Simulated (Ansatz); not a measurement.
`NB(O)CF` + HCl → `NB(Cl)CF` + H₂O  (ligand exchange at a B–O bond)

Program: Ansatz. Geometries: PBE0-D4/def2-TZVP. ΔE: electronic, gas phase. CBS: MP2 limit from def2 TZ/QZ plus the TZ coupled-cluster correction, frozen cores. This one scheme is used for every species. Functionals use def2-TZVPP. One conformer a species, not always the lowest.

`NB(O)CF`:

```xyz
10

N    -0.871    0.735   -0.781
B     0.068   -0.197   -0.324
O     0.657   -1.164   -1.098
C     0.510   -0.164    1.196
F    -0.144    0.851    1.898
H    -1.219    0.802   -1.720
H    -1.255    1.413   -0.145
H     0.377   -1.168   -2.015
H     1.589    0.004    1.294
H     0.287   -1.113    1.697
```

HCl:

Cartesian coordinates in Å:
```
Cl 0.603 -0.097 -0.188
H -0.603 0.097 0.188
```

`NB(Cl)CF`:

Cartesian coordinates in Å:
```
N -1.354 0.543 -0.065
B -0.033 0.424 0.342
Cl 0.584 1.516 1.585
C 0.902 -0.706 -0.251
F 2.250 -0.421 -0.132
H -1.760 -0.030 -0.785
H -1.989 1.209 0.341
H 0.690 -0.886 -1.312
H 0.710 -1.650 0.277
```

H₂O:

```xyz
3

O    -0.113    0.186    0.322
H    -0.173   -0.754    0.140
H     0.286    0.567   -0.462
```

```tsv
level	ΔE (kcal/mol)
r2SCAN-D4	8.4
ωB97X-V	8.7
```

(1) What does CCSD(T)/CBS give? (An estimate is asked.)

Largest T1 diagnostic among the species: 0.011.

Results:

(1) Ansatz gave: +7.9 kcal/mol. The listed levels differ from it by 0.5, 0.8 kcal/mol.

The D4 term adds −0.8 kcal/mol with B3LYP and −0.4 kcal/mol with PBE0; it sums over pairs of atoms, weighted by their polarisabilities, and B3LYP, whose exchange is more repulsive, gets the larger term. In def2-TZVPP, CCSD(T) changes the Hartree–Fock value by −2.1 kcal/mol (the triples alone add −0.5 kcal/mol) and MP2 by −3.3 kcal/mol.

B3LYP here is the variant with VWN-RPA as its local correlation; programs differ in this.
